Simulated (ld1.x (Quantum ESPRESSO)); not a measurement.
**S (Z = 16): one change to a TM semilocal potential, before and after**

- Element: sulfur
- Generator: ld1.x (Quantum ESPRESSO) 7.5
- Type: norm-conserving Troullier–Martins (semilocal form)
- Functional: LDA (PZ)
- Relativity: non-relativistic
- Frozen core: [Ne]
- Valence charge: 6
- Reference configuration: 3s2 3p4
- Partial waves: 3p (bound): rc 1.15 bohr; 3s (bound): rc 1.10 bohr
- Local potential: the s channel
- Core correction: a·sin(br)/r model core inside 0.85 bohr

All-electron outer shells of the reference configuration (LDA (PZ), non-relativistic, ld1.x):

| shell | level (eV) | outermost node (bohr) | outermost maximum (bohr) |
| --- | --- | --- | --- |
| 2p | -156.50 | – | 0.33 |
| 3s | -17.17 | 0.60 | 1.40 |
| 3p | -7.12 | 0.58 | 1.59 |

Change: wave 3p (bound): rc 1.15 bohr becomes 3p (bound): rc 0.84 bohr.

Cutoffs: the cutoffs (Ry, on a coarse ladder) from which the occupation-weighted sum of valence levels, in a spherical-Bessel basis at the reference potential, stays within 10 and 1 mRy of its value at 400 Ry; they do not see the model core or the augmentation charge, which bear on the density cutoff. Errors are all-electron minus pseudo energies relative to the spin-unpolarised reference configuration.

Q: What does the change do?

A: Of the 9 tests that both files solve, the error grows in 8 and shrinks in 0 by more than 15 % and 0.3 meV (median size 5.2 → 16.4 meV); neither file shows a bound ghost. That the errors move this way runs against the usual rule that smaller radii transfer better. A semilocal file is local in each channel, so a ghost entry of none says nothing of the separable form that plane-wave codes build from it.

| quantity | base | changed |
| --- | --- | --- |
| cutoff, loose | 90 Ry | over 300 Ry |
| cutoff, tight | 180 Ry | over 300 Ry |
| loose cutoff by channel (10 mRy a level) | p 70 Ry, s 50 Ry | p over 300 Ry, s 50 Ry |
| bound ghosts | none | none |
| error for 3s2 3p3, meV [ΔE 11.88 eV] | +5.2 | +16 |
| error for 3s2 3p2, meV [ΔE 34.26 eV] | +31 | +88 |
| error for 3s2 3p1, meV [ΔE 68.43 eV] | +92 | +209 |
| error for 3s2 3p4.3, meV [ΔE -1.74 eV] | +0.2 | +0.8 |
| error for 3s2 3p3.5, meV [ΔE 4.72 eV] | +1.0 | +3.3 |
| error for 3s1 3p5, meV [ΔE 10.11 eV] | +1.5 | -1.4 |
| error for 3s0 3p6, meV [ΔE 20.34 eV] | +6.2 | -7.3 |
| error for 3s2 3p4 (spin-polarised), meV [ΔE -0.71 eV] | +3.6 | +27 |
| error for 3s2 3p3 (spin-polarised), meV [ΔE 9.91 eV] | +13 | +106 |
